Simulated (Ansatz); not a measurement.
Consider the redistribution: `[CH3][W]([F])(=[S])=[S]` + `C[Se]B(Cl)Cl` → `[CH3][W](=[S])(=[S])[Cl]` + `C[Se]B(F)Cl`.

Gas-phase electronic energies from Ansatz, PBE0-D4/def2-TZVP geometries. CCSD(T)/CBS is the MP2 limit (def2-TZVPP, def2-QZVPP) plus CCSD(T) − MP2 in def2-TZVPP, frozen cores. DFT in def2-TZVPP. def2 core potentials past Kr. For Se, W outer-core shells are correlated without core-valence functions, which leaves a few kJ/mol of doubt a bond. Scalar relativity is left out up to krypton. One conformer a species, not always the lowest.

`[CH3][W]([F])(=[S])=[S]`:

Z-matrix (Å, degrees):
```
C
W 1 2.089
H 1 1.091 2 112.4
H 1 1.095 2 108.3 3 -120.2
H 1 1.095 2 108.4 3 120.3
F 2 1.849 1 109.6 3 179.6
S 2 2.115 1 104.2 3 -58.0
S 2 2.115 1 104.2 3 57.3
```

`C[Se]B(Cl)Cl`:

Z-matrix (Å, degrees):
```
C
Se 1 1.948
H 1 1.087 2 109.8
H 1 1.087 2 109.8 3 -121.7
H 1 1.088 2 106.3 3 119.1
B 2 1.916 1 101.1 3 61.0
Cl 6 1.748 2 117.6 1 -180.0
Cl 6 1.748 2 122.9 1 0.0
```

`[CH3][W](=[S])(=[S])[Cl]`:

```xyz
8

C     0.739    0.836   -0.201
W    -0.619   -0.707    0.167
S    -0.797   -0.757    2.272
S    -2.425   -0.030   -0.696
Cl    0.137   -2.632   -0.719
H     1.697    0.561    0.254
H     0.415    1.794    0.209
H     0.853    0.936   -1.286
```

`C[Se]B(F)Cl`:

Z-matrix (Å, degrees):
```
C
Se 1 1.948
H 1 1.087 2 109.9
H 1 1.088 2 106.2 3 119.1
H 1 1.087 2 109.9 3 -121.9
B 2 1.926 1 100.4 3 60.9
Cl 6 1.754 2 123.8 1 0.0
F 6 1.319 2 118.0 1 -180.0
```

CCSD(T)/CBS gives -58.1 kJ/mol.

(1) Another level gave -50.3 kJ/mol. Which?
A. PBE/def2-TZVPP
B. HF/def2-TZVPP
C. r2SCAN0/def2-TZVPP
D. r2SCAN/def2-TZVPP

(2) What do rigid-rotor, harmonic-oscillator terms from PBE0-D4/def2-TZVP frequencies (298.15 K, 1 bar) make of the CCSD(T)/CBS value? (Estimate.)

Largest T1 diagnostic among the species: 0.022, so the coupled-cluster value is less sure than usual.

Results:

(1) D. r2SCAN -50.3, r2SCAN0 -55.9, PBE -45.1, HF/def2-TZVPP -64.6 kJ/mol.

(2) Computed: ΔZPE = +1.6 kJ/mol, ΔH = -56.5 kJ/mol, ΔS = 1 J/(mol·K), ΔG = -56.6 kJ/mol.

From PBE to PBE0 (25 % exact exchange), in def2-TZVPP and without D4, ΔE moves by −6.9 kJ/mol. Leaving LDA and LC-ωPBE aside and taking each functional with its dispersion term where it has one, the values, not all of them listed here, spread over 19.9 kJ/mol, from PBE-QIDH to revPBE-D4. LDA lies −5.5 kJ/mol from PBE without D4.
